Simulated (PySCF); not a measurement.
**A survey of ³³S NMR shifts**

Rapidly exchanging positions averaged, no solvent, no relativistic terms, one computed conformer. σ from GIAO-PBE0/pcSseg-1; GFN2-xTB geometry; PySCF.

Shieldings were converted by a linear fit to measured shifts: ³³S (scatter 33.3 ppm rms vs sulfate, solution or neat liquid). A few per cent of atoms miss by over 2 rms, more outside the fitted compound classes.

Give the ³³S shifts of `C=C[C@H](F)OS(C)(=O)=O`, `O=S(=O)(CF)OC1CC1`, `C[C@]1(F)CCS(=O)(=O)O1`, `CO/C(F)=C/S(C)(=O)=O`, `CO[C@@H]1CCS(=O)(=O)C1`, `N#C/C(Cl)=C\CCCS`, `CCCc1csc(Cl)n1`.

Answers


| compound | environment | δ (ppm) |
| --- | --- | --- |
| C=C[C@H](F)OS(C)(=O)=O | sulfonyl sulfur | -18 |
| O=S(=O)(CF)OC1CC1 | sulfonyl sulfur | -20 |
| C[C@]1(F)CCS(=O)(=O)O1 | sulfonyl sulfur | 18 |
| CO/C(F)=C/S(C)(=O)=O | sulfone sulfur | -47 |
| CO[C@@H]1CCS(=O)(=O)C1 | sulfone sulfur | 10 |
| N#C/C(Cl)=C\CCCS | thiol sulfur | -383 |
| CCCc1csc(Cl)n1 | aromatic ring sulfur | -42 |
